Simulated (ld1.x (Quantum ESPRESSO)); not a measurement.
## What one change does to a pseudopotential (silver, PAW)

ld1.x (Quantum ESPRESSO) 7.5 input, shortened:

```
&input
   title='Ag', zed=47., rel=1, dft='PZ', iswitch=3,
   config='[Kr] 4d10 5s1 5p0'
 /
 &inputp
   pseudotype=3, lpaw=.true., tm=.true., lloc=-2, rcloc=2.55,
   nlcc=.true., new_core_ps=.true., rcore=1.45,
   which_augfun='GAUSS', rmatch_augfun=1.25
 /
6
5S  1  0   1.00   0.00  2.00  2.75  0.0
5S  1  0   0.00   1.40  2.00  2.75  0.0
5P  2  1   0.00   0.00  2.40  2.55  0.0
5P  2  1   0.00   1.55  2.40  2.55  0.0
4D  3  2  10.00   0.00  1.10  1.50  0.0
4D  3  2   0.00  -0.10  1.10  1.50  0.0
 &test
   configts(1)='4d10 5s1 5p0'
 /
```

All-electron outer shells of the reference configuration (LDA (PZ), scalar-relativistic, ld1.x):

```json
{"shell": "4s", "level (eV)": "-95.08", "outermost node (bohr)": "0.44", "outermost maximum (bohr)": "0.82"}
{"shell": "4p", "level (eV)": "-58.67", "outermost node (bohr)": "0.44", "outermost maximum (bohr)": "0.87"}
{"shell": "4d", "level (eV)": "-7.66", "outermost node (bohr)": "0.43", "outermost maximum (bohr)": "1.04"}
{"shell": "5s", "level (eV)": "-4.72", "outermost node (bohr)": "1.11", "outermost maximum (bohr)": "2.49"}
{"shell": "5p", "level (eV)": "-0.85", "outermost node (bohr)": "1.25", "outermost maximum (bohr)": "3.67"}
```

Change: all radii but the core radius scaled by about 1.36 (s 3.76, p 3.48, d 2.04 bohr, rcut 2.72/3.28/1.50); local potential all-electron potential smoothed inside 3.48 bohr (lloc = -2); augmentation GAUSS, radius 1.70 bohr.

Cutoffs: the cutoffs (Ry, on a coarse ladder) from which the occupation-weighted sum of valence levels, in a spherical-Bessel basis at the reference potential, stays within 10 and 1 mRy of its value at 400 Ry; they do not see the model core or the augmentation charge, which bear on the density cutoff. Errors are all-electron minus pseudo energies relative to the spin-unpolarised reference configuration.

Question: How do hardness, ghosts and transferability respond?

Answer: The potential gets softer (50 Ry and 90 Ry → 25 Ry and 40 Ry); of the 9 tests that both files solve, the error grows in 6 and shrinks in 1 by more than 15 % and 0.3 meV (median size 38.6 → 43.1 meV); neither file shows a bound ghost. A larger radius leaves more room for a smooth pseudo-wave, so fewer plane waves are needed.

| quantity | base | changed |
| --- | --- | --- |
| cutoff, loose | 50 Ry | 25 Ry |
| cutoff, tight | 90 Ry | 40 Ry |
| loose cutoff by channel (10 mRy a level) | s 6 Ry, d 40 Ry | s 6 Ry, d 21 Ry |
| bound ghosts | none | none |
| error for 4d10 5s0 5p0, meV [ΔE 8.10 eV] | -1.2 | +1.8 |
| error for 4d9 5s0 5p0, meV [ΔE 30.49 eV] | -55 | -83 |
| error for 4d8 5s0 5p0, meV [ΔE 66.92 eV] | -340 | -505 |
| error for 4d7 5s0 5p0, meV [ΔE 118.85 eV] | -1058 | -1528 |
| error for 4d9 5s1 5p1, meV [ΔE 8.57 eV] | -39 | -43 |
| error for 4d9 5s2 5p0, meV [ΔE 3.96 eV] | -23 | +8.5 |
| error for 4d10 5s0.5 5p0, meV [ΔE 3.19 eV] | -0.4 | +1.2 |
| error for 4d10 5s1 5p0 (spin-polarised), meV [ΔE -0.15 eV] | -0.1 | 0.0 |
| error for 4d9 5s0 5p0 (spin-polarised), meV [ΔE 30.32 eV] | -55 | -83 |
| lowest overlap eigenvalue by channel | s 0.44, p 0.59, d 0.99 | s 0.63, p 0.64, d 1.00 |
